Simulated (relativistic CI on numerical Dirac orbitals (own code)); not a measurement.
## Hyperfine structure of Os XXXVI, mass number 187

Computed by Dirac-Coulomb-Breit CI, orbitals from a KLI potential per configuration, model QED (radiative potential, 1s self-energy scaled to tabulated hydrogen-like ionisation energies), unscaled Slater integrals (own radial code, finite nucleus).

CI space (outside the closed core [Ar] 3d10): 4s²4p⁶4d⁵, 4s²4p⁶4d⁴4f, 4s²4p⁵4d⁶, 4s4p⁶4d⁵4f, 4p⁶4d⁷, 4p⁵4d⁸, 4s²4p⁶4d³5s², 4s²4p⁶4d²4f5s², 4s4p⁶4d³4f5s². Double excitations out of closed p, d and f shells are left out; levels of such configurations are missing from the list, as are those of other unlisted configurations, and high levels can miss mixing partners.

Nuclear spin I = 1/2, μ = 0.06442 μN (tables of Stone and Pyykkö). The electronic factors are computed for point nuclear moments, without core polarisation or the Bohr-Weisskopf and QED corrections.

| Level | E (cm⁻¹) | A (MHz) |
| --- | --- | --- |
| 4s²4p⁶4d⁵ ²D3/2 | 261637 | 3502 |
| 4s²4p⁶4d⁵ ⁴D7/2 | 309381 | 1386 |
| 4s²4p⁶4d⁵ ²I11/2 | 313710 | 2013 |
| 4s²4p⁶4d⁵ ⁴G9/2 | 320544 | 1740 |

Levels with J = 0, under 50 % of one LS term, or S terms without an open s electron are left out. Small factors come from cancelling terms and can be off by tens of per cent or more.

At this charge energies of transitions that change n are usually good to better than 1 %, and those within a shell (Δn = 0) to a few per cent. Terms inside the open d or f shell come out 10 to 20 % too wide with unscaled integrals.

(1) Give the hyperfine levels of 4s²4p⁶4d⁵ ²D3/2 relative to its centre of gravity.

Answers

(1) With K = F(F + 1) − I(I + 1) − J(J + 1), E = AK/2: F = 1: -4378, F = 2: 2627 MHz.

LS names give the leading component of a level, which can be under half, so a name can repeat, a term be missing and a line seem to break the LS rules.
